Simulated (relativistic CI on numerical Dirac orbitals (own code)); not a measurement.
# Pt+: L2,3 absorption edge

Computed with this model: Dirac-Coulomb-Breit CI, orbitals from a KLI potential per configuration, model QED (radiative potential, 1s self-energy scaled to tabulated hydrogen-like ionisation energies), valence Slater integrals scaled by 0.8, multiplet model of core-to-valence dipole absorption; configurations [Xe] 4f14 5d9 → [He] 2s2 2p5 3s2 3p6 3d10 4s2 4p6 4d10 4f14 5s2 5p6 5d10; 300 K; Lorentzian 3 eV and Gaussian 1 eV FWHM. Energies are those of the free ion, without screening or charge transfer. The branching ratio is the share of the lower-energy edge in the whole absorption, uncertain by about 0.02 where the edges overlap. S is read from ⟨S²⟩ = S(S + 1).

Field parameters in Wybourne normalisation: D3d B²₀ = −7Dσ, B⁴₀ = −14Dq − 21Dτ, B⁴₃ = −14√(10/7) Dq. The field is a parameter set, without covalency.

free ion: ground-state S = 0.50, centroid 11558.39 eV. Peaks (eV, height): 11558.5 (100).

D3d, 10Dq = 9750, Dσ = -1200, Dτ = -20 cm⁻¹: ground-state S = 0.50, centroid 11688.59 eV, branching ratio 0.924. Peaks (eV, height): 11559.0 (100), 13269.5 (8).

The statistical ratio of this edge is 2/3 = 0.667. Values above it arise where the holes sit mainly in the j = l + 1/2 valence subshell or the ground state has high spin; values below it where core-valence Coulomb terms move weight to the upper edge, as in nearly empty shells. At deep edges of heavy elements the radial integrals of the two core levels differ, which raises the baseline.

Strongest unbroadened transitions for D3d, 10Dq = 9750, Dσ = -1200, Dτ = -20 cm⁻¹:

| Energy (eV) | Relative strength |
| --- | --- |
| 11558.84 | 6.4 |
| 11558.91 | 100.0 |
| 13269.63 | 0.5 |
| 13269.70 | 8.2 |
